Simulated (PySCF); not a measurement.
Spin states of CsGe

Unrestricted PBE0; PySCF, scalar-relativistic core potentials, basis sets Cs def2-SVP with ECP46, Ge def2-SVP. Outer shells of the fragments: Cs 6s1; Ge 3d10 4s2 4p2.

Followed along the bond (rough minima from three points):

| 2Ms+1 | unpaired | ⟨S²⟩ at the start | R at minimum (Å) | Te (eV) |
| --- | --- | --- | --- | --- |
| 4 | σ ↑, π ↑↑ | 3.75 | 3.40 | 0.00 |
| 2 | σ ↓, π ↑↑ | 1.76 | 3.43 | 0.51 |
| 2 | σ ↑, π ↑↓ | 1.76 | 3.41 | 0.52 |
| 2 | σ ↑ | 0.75 | 3.41 | 1.30 |
| 2 | π ↑ | 0.79 | none in the scan | ≤ 0.92 |

Solutions found at the starting distance of 3.365 Å, counted from the lowest of them; the search is not exhaustive and high or unbound solutions are not listed, so other states can lie among these:

```csv
2Ms+1,unpaired,term,E (eV),⟨S²⟩,⟨Lz²⟩,μ (D)
4,"σ ↑, π ↑↑",⁴Σ⁻,0.00,3.75,0.00,-10.17
2,"σ ↓, π ↑↑",mixed,0.51,1.76,0.00,-9.36
2,"σ ↑, π ↑↓",mixed,0.52,1.76,2.01,-9.80
2,π ↑,²Π,1.02,0.79,1.00,-6.80
2,σ ↑,mixed,1.30,0.75,2.00,-9.60
2,π ↑,²Π,1.50,0.75,1.02,-10.57
4,"σ ↑↑, π ↑",⁴Π,1.94,3.75,1.01,2.04
4,"σ ↑, π ↑↑",mixed,3.04,3.75,2.00,3.60
4,π ↑↑↑,⁴Π,3.15,3.75,1.00,4.16
4,"π ↑↑, δ ↑",⁴Δ,3.58,3.75,4.00,0.47
```

A term symbol is given only where ⟨S²⟩ and ⟨Lz²⟩ are close to those of a pure state; real π, δ and φ orbitals otherwise mix terms. A positive dipole means Cs(−)Ge(+).

Spin–orbit coupling is left out.
